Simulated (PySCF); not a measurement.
C₈H₇OP.
Atom-mapped SMILES: `[O:1]=[P@@H:2]1[CH:3]=[CH:4][c:5]2[cH:6][cH:7][cH:8][cH:9][c:10]21` (hydrogens: H11 on P2; H12 on C3; H13 on C4; H14 on C6; H15 on C7; H16 on C8; H17 on C9)

The same species was optimised twice, with GFN2-xTB and with PBE0-D3(BJ)/def2-SVP (PySCF), and the same property calculations (PySCF, gas phase) were run on both structures.

```
   coordinate  GFN2-xTB  PBE0-D3(BJ)/def2-SVP  change
    O1=P2 (Å)     1.464                 1.492  +0.028
    C4–C5 (Å)     1.456                 1.473  +0.017
    C6–C7 (Å)     1.387                 1.398  +0.011
    C8–C9 (Å)     1.389                 1.400  +0.011
    C7–C8 (Å)     1.386                 1.394  +0.008
    C3=C4 (Å)     1.337                 1.345  +0.008
   C9–C10 (Å)     1.379                 1.386  +0.007
    C5–C6 (Å)     1.386                 1.393  +0.007
   P2–C10 (Å)     1.813                 1.819  +0.006
    P2–C3 (Å)     1.812                 1.817  +0.005
   C5–C10 (Å)     1.404                 1.408  +0.004
 O1–P2–C3 (°)     119.6                 121.6    +2.0
C4–C5–C10 (°)     113.6                 113.0    -0.6
P2–C10–C9 (°)     130.1                 129.5    -0.6
P2–C10–C5 (°)     108.8                 109.3    +0.5
 C4–C5–C6 (°)     126.7                 127.3    +0.6
O1–P2–C10 (°)     119.9                 120.3    +0.4
 C7–C8–C9 (°)     120.5                 120.3    -0.2
 P2–C3–C4 (°)     110.3                 110.5    +0.2
```

Rotational constants: A = 2431, B = 1004, C = 735.5 MHz (GFN2-xTB) against A = 2386, B = 992.8, C = 723.3 MHz (PBE0-D3(BJ)/def2-SVP). Point groups within 0.08 Å: C1 and C1.

On the GFN2-xTB structure: HOMO (eV) -7.14 [PBE0/pcSseg-1]; LUMO (eV) -2.03 [PBE0/pcSseg-1]; dipole (D) 4.56 [PBE0/pcSseg-1]; GIAO shielding of O1 (ppm) 269.5 [PBE0/pcSseg-1]; GIAO shielding of P2 (ppm) 325.0 [PBE0/pcSseg-1]; GIAO shielding of C3 (ppm) 50.4 [PBE0/pcSseg-1]; GIAO shielding of C4 (ppm) 35.3 [PBE0/pcSseg-1]; GIAO shielding of C5 (ppm) 39.8 [PBE0/pcSseg-1]; GIAO shielding of C6 (ppm) 56.7 [PBE0/pcSseg-1]; GIAO shielding of C7 (ppm) 49.1 [PBE0/pcSseg-1]; GIAO shielding of C8 (ppm) 52.2 [PBE0/pcSseg-1].

**Question.** What do these properties become on the PBE0-D3(BJ)/def2-SVP structure?

**Answer.** 
| property | level | on GFN2-xTB | on PBE0-D3(BJ)/def2-SVP | change |
| --- | --- | --- | --- | --- |
| HOMO (eV) | PBE0/pcSseg-1 | -7.14 | -7.18 | -0.04 |
| LUMO (eV) | PBE0/pcSseg-1 | -2.03 | -2.06 | -0.03 |
| dipole (D) | PBE0/pcSseg-1 | 4.56 | 4.67 | +0.11 |
| energy, GFN2-xTB geometry as zero (kcal/mol) | PBE0/pcSseg-1 | 0.0 | -1.2 | -1.2 |
| GIAO shielding of O1 (ppm) | PBE0/pcSseg-1 | 269.5 | 258.7 | -10.8 |
| GIAO shielding of P2 (ppm) | PBE0/pcSseg-1 | 325.0 | 318.7 | -6.3 |
| GIAO shielding of C3 (ppm) | PBE0/pcSseg-1 | 50.4 | 48.4 | -2.0 |
| GIAO shielding of C4 (ppm) | PBE0/pcSseg-1 | 35.3 | 33.5 | -1.8 |
| GIAO shielding of C5 (ppm) | PBE0/pcSseg-1 | 39.8 | 39.1 | -0.7 |
| GIAO shielding of C6 (ppm) | PBE0/pcSseg-1 | 56.7 | 54.7 | -2.0 |
| GIAO shielding of C7 (ppm) | PBE0/pcSseg-1 | 49.1 | 46.7 | -2.4 |
| GIAO shielding of C8 (ppm) | PBE0/pcSseg-1 | 52.2 | 49.6 | -2.6 |

The heavy atoms differ by 0.035 Å rms after alignment. Among bonds between heavy atoms O1=P2 changes most (+0.028 Å). Changes are differences of the printed values. Neither structure is proved a minimum here.
